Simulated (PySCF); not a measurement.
Two species compared at the same levels of theory.

First species: C2H12Ge2Si.
Atom-mapped SMILES: `[SiH3:1][CH2:2][GeH2:3][CH2:4][GeH3:5]` (hydrogens: H6, H7, H8 on Si1; H9, H10 on C2; H11, H12 on Ge3; H13, H14 on C4; H15, H16, H17 on Ge5)

Second species: SbMe2H, C2H7Sb.
SMILES: `[H][Sb]([CH3])[CH3]`

Levels: wB97X-D/def2-SVPD for dipole moment, HOMO energy, LUMO energy, HOMO–LUMO gap and static isotropic polarisability; TDDFT wB97X-D/def2-SVPD for lowest singlet excitation; TDA wB97X-D/def2-SVPD for lowest triplet excitation (Tamm–Dancoff); ΔSCF wB97X-D/def2-SVPD for vertical ionisation energy; PBE0-D3(BJ)/def2-SVP for rotational constant A and rotational constant C. Geometries: PBE0-D3(BJ)/def2-SVP. All species are isolated and taken at one optimised geometry (atoms past krypton carry core potentials, spin–orbit coupling is left out); the electronic structure was computed with PySCF and density fitting.

Dipoles, sizes and rotational constants follow the conformer. The torsions of the flexible species, by atom-mapped SMILES:
- `[SiH3:1][CH2:2][GeH2:3][CH2:4][GeH3:5]`: Si1–C2–Ge3–C4 58°, C2–Ge3–C4–Ge5 56°

Values for the first species:

```
Dipole moment                            : 0.37 D
HOMO energy                              : -10.22 eV
LUMO energy                              : 1.66 eV
HOMO–LUMO gap                            : 11.88 eV
Lowest singlet excitation                : 7.89 eV
Lowest triplet excitation (Tamm–Dancoff) : 7.58 eV
Static isotropic polarisability          : 114.0 au
Vertical ionisation energy               : 10.31 eV
Rotational constant A                    : 1.849 GHz
Rotational constant C                    : 0.609 GHz
```

(1) Estimate the same properties for the second species, and the change in each.

Answers

(1) 
```
                                property      first     second  second less first
                           dipole moment     0.37 D     0.69 D            +0.32 D
                             HOMO energy  -10.22 eV   -8.42 eV           +1.80 eV
                             LUMO energy    1.66 eV    1.61 eV           -0.05 eV
                           HOMO–LUMO gap   11.88 eV   10.03 eV           -1.85 eV
               lowest singlet excitation    7.89 eV    5.77 eV           -2.12 eV
lowest triplet excitation (Tamm–Dancoff)    7.58 eV    4.85 eV           -2.73 eV
         static isotropic polarisability   114.0 au    72.0 au           -42.0 au
              vertical ionisation energy   10.31 eV    8.84 eV           -1.47 eV
                   rotational constant A  1.849 GHz  7.851 GHz         +6.002 GHz
                   rotational constant C  0.609 GHz  3.555 GHz         +2.946 GHz
```

On the first: S1 lies 3.99 eV below the HOMO–LUMO gap; its leading configuration is HOMO→LUMO+1, weight 0.31, beside HOMO→LUMO, weight 0.28. Relativistic effects, spin–orbit coupling among them, are left out although an element past zinc is present.

On the second: S1 lies 4.26 eV below the HOMO–LUMO gap. No computed singlet falls in the visible range (750 to 380 nm, 1.65 to 3.26 eV); S1 lies 2.51 eV above its blue end. Atoms past krypton carry effective core potentials; spin–orbit coupling is left out.
